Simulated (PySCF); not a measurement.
**Löwdin shares of the frontier orbitals**

C4H9ClOSi2.
Z-matrix (Å and degrees, GFN2-xTB geometry), rows numbered from 1:
```
C 
C   1  1.3257
C   2  1.5100  1  122.45
Si  3  1.9097  2  107.68  1   157.82
O   4  1.6405  3   99.51  2    14.87
Si  5  1.6389  4  120.11  3    -5.22
C   6  1.8910  2  116.17  1   -44.34
Cl  6  2.0161  2  113.09  1    85.71
H   1  1.0770  2  121.80  3  -179.94
H   1  1.0799  2  122.09  3     0.83
H   3  1.0900  2  110.60  1    31.76
H   3  1.0936  2  108.04  1   -84.17
H   4  1.4587  3  113.61  2   -97.39
H   4  1.4562  3  113.98  2   127.26
H   7  1.0849  6  111.53  2   -49.96
H   7  1.0844  6  110.53  2    70.32
H   7  1.0856  6  110.83  2  -170.30
```

Theory: TDDFT wB97X-D/def2-SVPD, vertical, gas phase, core orbitals frozen in the response in PySCF 2.14.0, density-fitted response routines.

Frontier orbitals with the atoms that hold most of them (Löwdin shares over 4%, at most four atoms; ? is withheld):

```tsv
orbital	ε (eV)	atoms
LUMO+2	2.08	Si4 30%, C3 10%, C1 9%, H13 7%
LUMO+1	1.87	Si4 22%, Si6 14%, Cl8 13%, O5 7%
LUMO	1.12	C1 29%, C2 29%, Si6 7%, C3 7%
HOMO	-9.51	?
HOMO-1	-10.13	?
HOMO-2	-10.64	O5 37%, Si4 15%, Cl8 14%, H14 10%
HOMO-3	-10.73	C3 30%, O5 19%, Si4 17%, C2 6%
```

Question: Which atoms hold the HOMO-1, and with what shares?

Answer: C2 (bonded to 2 C and Si) 21%; Cl8 (bonded to Si) 21%; Si6 (bonded to 2 C, Cl and O) 15%; C7 (bonded to Si and 3 H) 13%. By element: carbon 34% or more, chlorine 21%, silicon 15% or more.

Question: Give the leading atoms of the HOMO.

Answer: C1 (bonded to C and 2 H) 34%; C2 (bonded to 2 C and Si) 31%; C3 (bonded to C, Si and 2 H) 11%; H12 (bonded to C) 4%. By element: carbon 76% or more, hydrogen 4% or more.

Question: The HOMO–LUMO gap is 10.63 eV. Where does the response calculation put the lowest singlet, and from which orbitals?

Answer: S1 is at 6.35 eV (f = 0.0045), 4.28 eV below the gap, made of HOMO-1→LUMO (84%). Its leading pair isn't HOMO and LUMO; the energies of that pair differ by 11.25 eV. Without the coupling terms of the response equations the lowest excitation would equal the gap.

Question: One configuration dominates each of S1 and S2. Which, and how do the shares of the two leading atoms of either orbital change from the occupied to the empty one?

Answer: 
- S1 (6.35 eV, f 0.0045), HOMO-1→LUMO (84%): C2 21% → 29%, Cl8 21% → at most 8%, C1 at most 14% → 29%
- S2 (6.61 eV, f 0.282), HOMO→LUMO (92%): C1 34% → 29%, C2 31% → 29%

Löwdin shares depend on the basis, the more so with diffuse functions.

One conformer stands for the species.
